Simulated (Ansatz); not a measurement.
GeCl2(NHtBu)2 (C₈H₂₀Cl₂GeN₂). Total charge 0; singlet. Geometry PBE-D4/def2-SVP.

```xyz
33

Ge   -0.1457    0.2126    0.6809
Cl   -2.2441    0.8489    0.4834
Cl    0.3066    0.5421    2.8018
N     0.9637    1.1548   -0.4376
C     0.8262    2.5922   -0.7987
C     0.4773    3.4745    0.4180
C     2.1855    3.0226   -1.3772
C    -0.2569    2.7274   -1.8851
H     1.9278    0.9564   -0.1377
H     0.4453    4.5473    0.1368
H    -0.5172    3.2060    0.8288
H     1.2263    3.3474    1.2261
H     2.9851    2.9542   -0.6079
H     2.1462    4.0728   -1.7285
H     2.4678    2.3785   -2.2352
H    -1.2430    2.3926   -1.5086
H     0.0046    2.1082   -2.7669
H    -0.3541    3.7835   -2.2095
N     0.1731   -1.5251    0.2459
C    -0.6279   -2.7155    0.6064
C    -1.7925   -2.8983   -0.3888
C     0.3165   -3.9310    0.5434
C    -1.1804   -2.5620    2.0310
H     0.4825   -1.5585   -0.7337
H    -2.3891   -3.8031   -0.1520
H    -2.4655   -2.0180   -0.3649
H    -1.4093   -3.0100   -1.4252
H     0.7484   -4.0432   -0.4733
H    -0.2242   -4.8684    0.7853
H     1.1531   -3.8074    1.2592
H    -1.8949   -1.7157    2.0981
H    -0.3664   -2.3850    2.7606
H    -1.7246   -3.4809    2.3253
```

The 6-31G sets use Cartesian d functions. B3LYP takes the VWN-RPA correlation.

Question: Estimate the orbital energies around the gap (eV) in Ansatz with HF/STO-3G, HF/6-31G, r2SCAN-D4/def2-SVP, B3LYP-D4/6-31G, PBE0-D4/def2-SVP.

Answer: 
```tsv
orbital	HF/STO-3G	HF/6-31G	r2SCAN-D4/def2-SVP	B3LYP-D4/6-31G	PBE0-D4/def2-SVP
HOMO−13	-13.11	-14.11	-9.34	-10.28	-10.45
HOMO−12	-12.75	-14.05	-9.11	-10.08	-10.25
HOMO−11	-12.55	-14.00	-9.08	-10.04	-10.21
HOMO−10	-12.26	-13.71	-9.01	-9.94	-10.10
HOMO−9	-12.04	-13.39	-8.64	-9.55	-9.75
HOMO−8	-11.97	-13.29	-8.51	-9.43	-9.63
HOMO−7	-11.87	-13.15	-8.46	-9.36	-9.56
HOMO−6	-11.63	-13.00	-8.34	-9.24	-9.44
HOMO−5	-10.68	-12.71	-8.02	-8.89	-9.10
HOMO−4	-10.53	-12.40	-7.73	-8.60	-8.80
HOMO−3	-10.31	-12.22	-7.63	-8.51	-8.68
HOMO−2	-10.14	-12.03	-7.49	-8.37	-8.54
HOMO−1	-8.77	-10.84	-6.21	-7.05	-7.30
HOMO	-8.41	-10.57	-5.94	-6.76	-7.03
LUMO	6.66	2.70	-1.26	-1.30	-0.45
LUMO+1	9.00	4.75	0.92	1.12	1.37
LUMO+2	11.11	4.88	1.00	1.26	1.43
LUMO+3	11.71	5.13	1.14	1.47	1.70
LUMO+4	15.10	5.79	1.58	2.03	2.15
LUMO+5	15.50	6.74	2.07	2.86	2.50
```
